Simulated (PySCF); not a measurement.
Radial density of Os⁺ (osmium, charge +1)

UHF, [Xe] 4f14 5d6 6p1, one real determinant (an excited configuration). Calculation: PySCF 2.14, in ANO-RCC-VTZP; scalar relativity by spin-free X2C-1e.

```json
{"r (bohr)": "0.0193", "4πr²ρ (e/bohr)": "93.85", "4πr²(ρα − ρβ)": "-0.0008"}
{"r (bohr)": "0.0324", "4πr²ρ (e/bohr)": "106.0", "4πr²(ρα − ρβ)": "0.0054"}
{"r (bohr)": "0.0545", "4πr²ρ (e/bohr)": "141.0", "4πr²(ρα − ρβ)": "0.0642"}
{"r (bohr)": "0.0916", "4πr²ρ (e/bohr)": "109.0", "4πr²(ρα − ρβ)": "0.2228"}
{"r (bohr)": "0.154", "4πr²ρ (e/bohr)": "129.6", "4πr²(ρα − ρβ)": "0.0982"}
{"r (bohr)": "0.259", "4πr²ρ (e/bohr)": "70.25", "4πr²(ρα − ρβ)": "0.0588"}
{"r (bohr)": "0.436", "4πr²ρ (e/bohr)": "79.85", "4πr²(ρα − ρβ)": "0.3426"}
{"r (bohr)": "0.734", "4πr²ρ (e/bohr)": "28.15", "4πr²(ρα − ρβ)": "0.3049"}
{"r (bohr)": "1.23", "4πr²ρ (e/bohr)": "13.23", "4πr²(ρα − ρβ)": "2.8517"}
{"r (bohr)": "2.08", "4πr²ρ (e/bohr)": "3.139", "4πr²(ρα − ρβ)": "1.7206"}
{"r (bohr)": "3.49", "4πr²ρ (e/bohr)": "0.6152", "4πr²(ρα − ρβ)": "0.5175"}
{"r (bohr)": "5.87", "4πr²ρ (e/bohr)": "0.04879", "4πr²(ρα − ρβ)": "0.0464"}
{"r (bohr)": "9.88", "4πr²ρ (e/bohr)": "0.0001641", "4πr²(ρα − ρβ)": "0.0002"}
```

Densities and radii are taken from the X2C orbitals without a picture-change correction, which distorts them close to the nucleus.

⟨L²⟩ = 8.40 against 12 for a pure F term, so this real determinant mixes terms. Spin-orbit coupling, absent here, splits the open shell strongly.
